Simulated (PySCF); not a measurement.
Positional isomers: benzothiophene boryl+boryl. Isolated molecules, 0 K electronic values unless said otherwise. One relaxed conformer stands for each flexible species; it need not be the lowest. Strings in code marks are SMILES.

The four lowest singlet excitations (Tamm–Dancoff). Computed with PBE-D3(BJ)/def2-TZVP // PBE0-D4/def2-SVP (PySCF). Excitations are Tamm–Dancoff values on a coarser integration grid. The basis has no diffuse functions, so Rydberg states are missing or too high.

| state | energy (eV) | wavelength (nm) | oscillator strength |
|---|---|---|---|
| S1 | 3.26 | 380 | 0.090 |
| S2 | 3.41 | 364 | 0.010 |
| S3 | 3.96 | 313 | 0.092 |
| S4 | 4.23 | 293 | 0.000 |

Q: Identify which member gives these states.
A. `Bc1csc2c(B)cccc12`
B. `Bc1ccc2cc(B)sc2c1`
C. `Bc1cc(B)c2ccsc2c1`
D. `Bc1cc(B)c2sccc2c1`

A: C, `Bc1cc(B)c2ccsc2c1`
